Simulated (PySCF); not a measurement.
C2H10OSi3, SMILES O[C@@H]1C[Si@H]([SiH3])[SiH2]1.

The structure is a stationary point at PBE-D3(BJ)/def2-SVP. The structure was generated by enumeration; whether it is a known compound was not checked. Other conformers were not sampled.

Method: B3LYP/def2-TZVP in PySCF.

Gas-phase values at a fixed geometry.

Computed frontier levels, gap, dipole moment:
- highest occupied level: -7.02 eV
- lowest empty level: -0.68 eV
- orbital gap: 6.35 eV
- dipole moment: 1.78 D
- quadrupole, principal values (traceless, Buckingham form, about the centre of nuclear charge): -4.59, -2.47, 7.05 D·Å
